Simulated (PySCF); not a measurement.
Job file and geometry (Å, from GFN2-xTB) of an NMR shielding run on SMILES CCCCNC(C)=O, C₆H₁₃NO, GIAO PBE0/pcSseg-1 NMR shielding, non-relativistic, gas phase (PySCF); density fitting, a coarse starting grid and PySCF grid level 2 are the driver's defaults:

```
{"job": {"kind": "nmr", "xc": "PBE0", "basis": "pcSseg-1"}, "charge": 0, "multiplicity": 1}
C     -2.845260    -0.918251     0.176732
C     -1.474976    -0.365342     0.547561
C     -1.191081     0.963659    -0.148971
C      0.197491     1.507161     0.191164
N      1.250271     0.645936    -0.294804
C      2.080332    -0.040861     0.525264
C      3.045389    -0.946340    -0.215634
O      2.057583     0.071346     1.731059
H     -2.911418    -1.094203    -0.895227
H     -3.628580    -0.217149     0.455835
H     -3.028272    -1.858863     0.690308
H     -0.705097    -1.090061     0.274302
H     -1.416887    -0.220904     1.627801
H     -1.273069     0.835257    -1.232063
H     -1.935601     1.701771     0.154420
H      0.327047     1.566622     1.273951
H      0.321800     2.508127    -0.237803
H      1.283026     0.475049    -1.287456
H      3.726443    -1.401607     0.497014
H      3.614953    -0.374398    -0.944409
H      2.496984    -1.730008    -0.734813
```

Question: Write the output of this run.

Answer: 
```
coarse grid: 16728 points
cycle   1  E = -365.7724958578  dE =  9.735e-01  |g| = 8.788e-01  |ddm| = 3.861e+00
cycle   2  E = -365.3092328119  dE =  4.633e-01  |g| = 1.761e+00  |ddm| = 2.567e+00
cycle   3  E = -365.9232484514  dE = -6.140e-01  |g| = 2.338e-01  |ddm| = 1.991e+00
cycle   4  E = -365.9347228716  dE = -1.147e-02  |g| = 7.306e-02  |ddm| = 2.215e-01
cycle   5  E = -365.9357789484  dE = -1.056e-03  |g| = 2.089e-02  |ddm| = 5.751e-02
cycle   6  E = -365.9358683877  dE = -8.944e-05  |g| = 5.575e-03  |ddm| = 1.662e-02
cycle   7  E = -365.9358745899  dE = -6.202e-06  |g| = 1.278e-03  |ddm| = 4.486e-03
final grid: 159288 points
cycle   8  E = -365.9936307434  dE = -3.769e-05  |g| = 1.439e-02  |ddm| = 3.216e-02
cycle   9  E = -365.9935467269  dE =  8.402e-05  |g| = 2.539e-02  |ddm| = 2.863e-02
cycle  10  E = -365.9936725784  dE = -1.259e-04  |g| = 3.521e-03  |ddm| = 2.024e-02
cycle  11  E = -365.9936752096  dE = -2.631e-06  |g| = 2.178e-04  |ddm| = 2.809e-03
cycle  12  E = -365.9936752183  dE = -8.706e-09  |g| = 1.147e-04  |ddm| = 3.193e-04
cycle  13  E = -365.9936752212  dE = -2.963e-09  |g| = 2.493e-05  |ddm| = 1.090e-04
cycle  14  E = -365.9936752214  dE = -1.271e-10  |g| = 7.956e-06  |ddm| = 2.575e-05
converged SCF energy = -365.9936752214

GIAO shielding tensors (ppm)
atom      isotropic    diamagn.    paramagn.     s11        s22        s33       span
  0 C      170.054     245.595     -75.541    159.092    163.168    187.902     28.811
  1 C      162.887     249.314     -86.427    148.875    168.620    171.167     22.292
  2 C      148.189     251.269    -103.080    134.764    144.350    165.452     30.688
  3 C      146.011     246.831    -100.820    117.864    156.120    164.048     46.184
  4 N      132.042     331.885    -199.843     40.619    144.102    211.404    170.785
  5 C       17.779     246.577    -228.798    -72.994     28.960     97.371    170.365
  6 C      162.716     250.612     -87.896    135.015    157.968    195.165     60.150
  7 O      -84.882     403.015    -487.896   -406.898   -186.128    338.381    745.278
  8 H       30.951      29.887       1.064     26.679     29.180     36.994     10.315
  9 H       30.768      28.582       2.186     26.494     28.761     37.049     10.554
 10 H       30.405      28.424       1.980     25.645     27.770     37.798     12.153
 11 H       30.233      35.225      -4.993     24.427     31.227     35.044     10.617
 12 H       30.460      33.242      -2.781     25.158     30.688     35.535     10.377
 13 H       30.702      34.280      -3.578     26.690     30.598     34.818      8.128
 14 H       30.342      32.702      -2.361     26.074     29.338     35.613      9.539
 15 H       27.389      32.427      -5.038     23.539     27.632     30.996      7.457
 16 H       28.857      30.453      -1.596     22.381     28.177     36.014     13.633
 17 H       27.552      37.794     -10.242     22.087     29.538     31.032      8.945
 18 H       29.933      27.309       2.624     25.997     28.067     35.733      9.736
 19 H       29.822      28.094       1.728     25.898     29.095     34.475      8.578
 20 H       29.751      31.040      -1.289     25.959     29.556     33.738      7.779
```

Question: Turn these shieldings into chemical shifts. References, each an isolated molecule treated in the same way: ¹³C (σref 186.93) and ¹H (σref 31.72) against TMS; ¹⁵N (σref 267.73) against NH3; H2O for ¹⁷O (σref 336.08).

Answer: Averaging equivalent atoms: C 5: 169.1; C 3: 40.9; C 2: 38.7; C 6: 24.2; C 1: 24.0; C 0: 16.9; N 4: 135.7; O 7: 421.0; H 17: 4.16; H 15/16: 3.59; H 18/19/20: 1.88; H 11/12: 1.37; H 13/14: 1.20; H 8/9/10: 1.01 ppm. Unscaled 17O shifts of doubly bonded oxygen tend to come out too high, by tens of ppm or more. Experimental scales use liquid or dissolved standards, which lie at an offset from isolated NH3 (liquid NH3: subtract about 20 ppm) and H2O (liquid H2O: subtract about 36 ppm).

Size and cost of the density-fitted run: 201 basis functions, 51 s wall time on 1 thread of an x86-64 server CPU, shared host.
